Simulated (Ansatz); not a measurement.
Cartesian coordinates (Å):
```xyz
8

N      0.9811    -0.0638    -0.0182
Si    -0.8339     0.2033    -0.2195
H      1.2669    -1.0561    -0.0638
H      1.5142     0.4042    -0.7756
H      1.3673     0.3215     0.8598
H     -1.2475     1.5166     0.3270
H     -1.4034    -0.7170    -1.2306
H     -1.6583    -0.7430     1.2239
```
Charge +2, spin multiplicity 2.

The numbers are results of Ansatz (a first-principles code) with frozen-core CCSD(T)/cc-pVTZ // PBE0-D4/def2-TZVP, not measurements.

| Property | Result |
|---|---|
| HF energy | -346.10205 Ha |
| MP2 correlation energy | -0.31347 Ha |

**Question.** Estimate the CCSD correlation energy, the (T) correction, the total energy and the T1 diagnostic.

**Answer.** 
| Quantity | Value |
|---|---|
| CCSD correlation energy | -0.34382 Ha |
| (T) correction | -0.01042 Ha |
| CCSD(T) total energy | -346.45629 Ha |
| T1 diagnostic | 0.012 |
